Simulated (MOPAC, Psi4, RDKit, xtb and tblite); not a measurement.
Torsional profile of SMILES O=C(c1ccsc1)c1cccs1 (C9H6OS2). Scanned: dihedral O1–C2–C3–C4; all other coordinates were relaxed at GFN2-xTB. Points at φ and −φ are mirror images. Heavy atoms are numbered in the order of the SMILES O=C(c1ccsc1)c1cccs1, hydrogens after them in the order of the atoms that carry them; the mirror image has the same energies with the sign of each dihedral reversed.

Computed with: UFF // GFN2-xTB (RDKit); AM1, restricted, heats of formation // GFN2-xTB (MOPAC); GFN2-xTB (xtb and tblite); PBE-D3(BJ)/def2-SVP // GFN2-xTB (Psi4).

Energies relative to the lowest point of each profile, in kcal/mol; the last columns give the difference from PBE-D3(BJ):

| φ / ° | UFF | AM1 | GFN2-xTB | PBE-D3(BJ)/def2-SVP | UFF − PBE-D3(BJ)/def2-SVP | AM1 − PBE-D3(BJ)/def2-SVP | GFN2-xTB − PBE-D3(BJ)/def2-SVP |
|---|---|---|---|---|---|---|---|
| -150 | 0.0 | 0.2 | 0.0 | 0.7 | -0.7 | -0.6 | -0.7 |
| -120 | 2.9 | 0.7 | 0.8 | 2.9 | 0.1 | -2.2 | -2.0 |
| -90 | 6.2 | 1.3 | 2.1 | 4.7 | 1.4 | -3.5 | -2.7 |
| -60 | 3.6 | 0.7 | 1.0 | 2.6 | 1.0 | -1.9 | -1.6 |
| -30 | 0.5 | 0.0 | 0.0 | 0.0 | 0.5 | 0.0 | 0.0 |
| 0 | 3.0 | 0.6 | 0.9 | 0.3 | 2.8 | 0.4 | 0.7 |
| 30 | 0.5 | 0.0 | 0.0 | 0.0 | 0.5 | 0.0 | 0.0 |
| 60 | 3.6 | 0.7 | 1.0 | 2.6 | 1.0 | -1.9 | -1.6 |
| 90 | 6.2 | 1.3 | 2.1 | 4.7 | 1.4 | -3.5 | -2.7 |
| 120 | 2.9 | 0.7 | 0.8 | 2.9 | 0.1 | -2.2 | -2.0 |
| 150 | 0.0 | 0.2 | 0.0 | 0.7 | -0.7 | -0.6 | -0.7 |
| 180 | 3.5 | 1.1 | 0.9 | 0.7 | 2.8 | 0.3 | 0.1 |

UFF is furthest from PBE-D3(BJ)/def2-SVP at 0 (2.8 kcal/mol, above); its mean absolute difference over the points is 1.1 kcal/mol.

AM1 is furthest from PBE-D3(BJ)/def2-SVP at -90 (-3.5 kcal/mol, below); its mean absolute difference over the points is 1.4 kcal/mol.

GFN2-xTB is furthest from PBE-D3(BJ)/def2-SVP at -90 (-2.7 kcal/mol, below); its mean absolute difference over the points is 1.2 kcal/mol.
